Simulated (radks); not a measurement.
Values are calculated unless marked as measured or tabulated.
Coulomb parameter of the 4d shell of the technetium ion Tc3+ in the model configuration [Kr] 4d3 5p1, as a second difference U = [E(n + 1) + E(n - 1) - 2 E(n)] / (1)^2 with all orbitals relaxed. "Bare": the charge of the atom changes with n. "Screened": the 5p shell takes up the change at fixed total charge, which measures U(4d,4d) + U(5p,5p) - 2 U(4d,5p). Level of theory: scalar-relativistic Kohn-Sham, r2SCAN, spin-unpolarised, spherical densities, finite nucleus; meta-GGA in the generalised Kohn-Sham scheme; Fermi nuclear charge, rms radius 4.4112 fm (a radial shooting solver on a logarithmic mesh with Libxc functionals).

case         configuration  E - E(n) (eV)
start         [Kr] 4d3 5p1          0.000
bare +1       [Kr] 4d4 5p1        -33.095
bare -1       [Kr] 4d2 5p1         46.622
screened +1       [Kr] 4d4        -15.568
screened -1   [Kr] 4d2 5p2         17.862

U(bare) = 13.528 eV, U(screened by 5p) = 2.294 eV, against the Slater integral F0(4d,4d) = 16.829 eV with frozen orbitals.
